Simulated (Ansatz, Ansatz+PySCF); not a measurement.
```xyz
2

C     0.0000    0.0000    0.0000
C     0.0000    0.0000    1.1100
```

Basis set: cc-pVDZ (spherical functions). Frozen core: 2 orbitals. Charge 0, multiplicity 1.

Computed with Ansatz (development build ahead of 0.2.0); the reference of a correlated method needn't be the lowest determinant of its kind.

(1) Give the atomization energy at this shape (free ground-state atoms in the same class of orbitals less the molecule, no zero-point energy) of singlet C₂ by UHF-CCSD(T), UHF-CCSD.

Answers

(1)

```
     method  atomization energy
UHF-CCSD(T)        386.4 kJ/mol
   UHF-CCSD        367.3 kJ/mol
```

Caution: large amplitudes, a single reference is doubtful; the determinant may break the point group; the program doubts this total; the reference determinant was not shown to be the lowest; the shape is not the minimum; the unrestricted determinant is a mixture of spin states. Caution for UHF-CCSD(T): another reference gives a lower total.
